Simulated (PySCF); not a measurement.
C5H9O, SMILES C[CH]CC(C)=O, multiplicity 2. The structure is a stationary point at PBE-D3(BJ)/def2-SVP. The isomer is the one that the SMILES or the coordinates give; other isomers of the formula were not compared. Other conformers were not sampled.

Task: Give the equilibrium geometry at PBE-D3(BJ)/def2-SVP (PySCF confirms it by a frequency run) as Cartesian coordinates in Å. (Estimate from the structure and the level; the computed values follow.)

Result: This is not unique; one that fits is 
```xyz
15

C      2.1490     0.8652    -0.4504
C      1.4559    -0.2838     0.1936
C      0.2240    -0.1432     1.0234
C     -1.0154    -0.3461     0.1145
C     -1.4526     0.8601    -0.6970
O     -1.5729    -1.4272     0.0374
H      3.2396     0.6797    -0.5525
H      1.7863     1.0675    -1.4905
H      2.0100     1.8076     0.1206
H      1.7262    -1.3052    -0.1237
H      0.1793     0.8597     1.5014
H      0.1663    -0.9304     1.8024
H     -2.2264     0.5634    -1.4282
H     -0.5936     1.3300    -1.2175
H     -1.8695     1.6318    -0.0151
```
Charge 0, spin multiplicity 2.
